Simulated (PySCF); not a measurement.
A structure optimised at B3LYP-D3(BJ)/def2-TZVP, used in a PySCF frequency run:

```
B
H 1 1.1966
H 1 1.1966 2 115.75
B 1 1.6266 2 122.12 3 -180.00
H 4 1.1966 1 122.12 2 90.00
H 4 1.1966 5 115.75 1 -180.00
```
Charge 0, spin multiplicity 1.

Problem. Write its SMILES, formula and point group.

Solution. BB, B₂H₄, D2d

Problem. What are its rotational constants (standard atomic weights)?

Solution. 122.05, 20.342, 20.342 GHz
